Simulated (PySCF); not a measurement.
C3H5BF2.
Atom-mapped SMILES: `[F:1][B:2]([F:3])[CH:4]1[CH2:5][CH2:6]1` (hydrogens: H7 on C4; H8, H9 on C5; H10, H11 on C6)

Computed by this run: PBE0-D3(BJ)/def2-SVP geometry optimisation, gas phase (PySCF 2.14.0); density fitting, grid level 1; the optimiser is geomeTRIC in internal coordinates, started from a GFN2-xTB structure with every atom displaced at random (about 0.01 Å).

Step 1: E = -9288.7548 eV
```
atom  x, y, z in Å  |  force x, y, z in eV/Å
F1      1.8696   -2.0202    0.4501    0.153   0.176   0.126
B2      1.3267   -0.9177   -0.0400   -0.614  -0.271  -0.276
F3      1.8381   -0.4597   -1.1748    0.161   0.076   0.077
C4      0.0423   -0.2848    0.5465    0.280   0.060   0.043
C5     -0.3104    1.1470    0.1922    0.080   0.077   0.029
C6     -1.0712    0.0512   -0.4410    0.046  -0.242  -0.116
H7     -0.2956   -0.6437    1.5217    0.012   0.001   0.040
H8      0.3990    1.6964   -0.4335    0.003   0.002   0.036
H9     -0.7858    1.7504    0.9699   -0.044  -0.025  -0.020
H10    -2.0884   -0.1645   -0.1070   -0.039   0.054   0.010
H11    -0.8870   -0.1780   -1.4963   -0.037   0.091   0.050
```

Step 2: E = -9288.7738 eV
```
atom  x, y, z in Å  |  force x, y, z in eV/Å
F1      1.9079   -1.9837    0.4881   -0.108  -0.017  -0.017
B2      1.2991   -0.9493   -0.0670    0.213   0.268   0.168
F3      1.8636   -0.4631   -1.1646   -0.078  -0.056  -0.075
C4      0.0388   -0.2965    0.5315   -0.097  -0.110  -0.039
C5     -0.3079    1.1393    0.1901    0.156   0.018  -0.068
C6     -1.0816    0.0509   -0.4452   -0.066  -0.046   0.067
H7     -0.2900   -0.6509    1.5125    0.011  -0.038  -0.011
H8      0.4039    1.6920   -0.4290    0.004   0.003   0.003
H9     -0.7801    1.7369    0.9739   -0.020  -0.040   0.009
H10    -2.1007   -0.1366   -0.0977   -0.008  -0.007  -0.038
H11    -0.9157   -0.1625   -1.5047   -0.007   0.025   0.000
```

**Question.** Estimate the geometry and energy of step 3. (The exact step hangs on the optimiser's Hessian estimate; all steps are aligned on step 2, rigid shifts and turns removed.)

**Answer.** E = -9288.7787 eV, largest force 0.089 eV/Å
```
atom  x, y, z in Å  |  force x, y, z in eV/Å
F1      1.9055   -1.9739    0.4906    0.022   0.024  -0.013
B2      1.3041   -0.9333   -0.0595    0.009   0.039   0.032
F3      1.8446   -0.4562   -1.1732    0.005  -0.046  -0.007
C4      0.0349   -0.3012    0.5353   -0.073  -0.032  -0.039
C5     -0.3006    1.1342    0.1878    0.008   0.056   0.039
C6     -1.0826    0.0486   -0.4443    0.038  -0.022   0.011
H7     -0.2952   -0.6577    1.5153    0.019  -0.014  -0.008
H8      0.4185    1.6824   -0.4269   -0.016  -0.010  -0.013
H9     -0.7728    1.7339    0.9697   -0.018  -0.010   0.008
H10    -2.1041   -0.1383   -0.1033    0.003   0.025  -0.002
H11    -0.9150   -0.1618   -1.5038    0.001  -0.009  -0.009
```

The energy changes by -0.0049 eV. The first-order estimate −F·Δx gives -0.0110 eV and the mean of the old and new forces, exact on a quadratic surface, -0.0057 eV. The step makes an angle of 56° with the force vector and moves no atom by more than 0.022 Å.

What follows is the cost of the whole optimisation. Time: 97 s; peak memory 0.46 GiB. Hardware: one thread of an Arm Neoverse N1, no GPU, shared host with 64 logical CPUs at a one-minute load of 30.
